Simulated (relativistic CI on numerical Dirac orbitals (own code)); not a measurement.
**Crystal-field levels of Mn³⁺, 3d4**

Calculated by Dirac-Coulomb-Breit CI, orbitals from a KLI potential per configuration, a model potential for QED, valence Slater integrals scaled by 0.75, one configuration in a parametric crystal field (own radial code).

Field parameters in Wybourne normalisation: Oh B⁴₀ = 21Dq, B⁴₄ = √(5/14) B⁴₀. The field is a parameter set, without covalency.

S is read from ⟨S²⟩ = S(S + 1).

Site symmetry Oh; labels are those of the double group. Computed levels in cm⁻¹ above the lowest, in rising order:

| Δ (size of 10Dq) | Lowest | No. 2 | No. 3 | No. 4 | No. 5 | No. 6 | No. 7 | No. 8 |
| --- | --- | --- | --- | --- | --- | --- | --- | --- |
| 4100 | A1 | 18 T1 | 36 E | 51 T2 | 65 A2 | 3998 T2 | 4007 T1 | 4019 A1 |
| 7400 | A1 | 14 T1 | 27 E | 38 T2 | 49 A2 | 7278 T2 | 7279 T1 | 7281 A1 |
| 10700 | A1 | 13 T1 | 26 E | 37 T2 | 48 A2 | 9413 A1 | 9580 T1 | 9827 T2 |
| 14050 | A1 | 16 T1 | 32 E | 44 T2 | 57 A2 | 6341 A1 | 6513 T1 | 6782 T2 |
| 17300 | A1 | 27 T1 | 53 E | 72 T2 | 91 A2 | 3356 A1 | 3520 T1 | 3787 T2 |
| 20600 | A1 | 153 T1 | 316 E | 390 T2 | 482 A2 | 999 A1 | 1040 T1 | 1124 T2 |
| 23950 | A1 | 209 T1 | 552 E | 569 T2 | 3246 A2 | 3265 T2 | 3283 E | 3297 T1 |
| 27250 | A1 | 203 T1 | 543 E | 549 T2 | 6399 A2 | 6406 T2 | 6414 E | 6420 T1 |
| 30500 | A1 | 200 T1 | 541 E | 545 T2 | 9544 A2 | 9548 T2 | 9552 E | 9556 T1 |
| 33800 | A1 | 199 T1 | 541 E | 543 T2 | 10697 T2 | 12022 E | 12758 A2 | 12760 T2 |
| 37100 | A1 | 199 T1 | 541 E | 543 T2 | 10793 T2 | 12086 E | 15984 A2 | 15985 T2 |
| 40400 | A1 | 198 T1 | 542 E | 543 T2 | 10881 T2 | 12140 E | 19220 A2 | 19221 T2 |

Ground-state S against |10Dq| in cm⁻¹: 4100: 2.00, 7400: 2.00, 10700: 2.00, 14050: 1.99, 17300: 1.98, 20600: 1.59, 23950: 1.03, 27250: 1.01, 30500: 1.00, 33800: 1.00, 37100: 1.00, 40400: 1.00.

The spin changes between |10Dq| = 20600 and 23950 cm⁻¹.
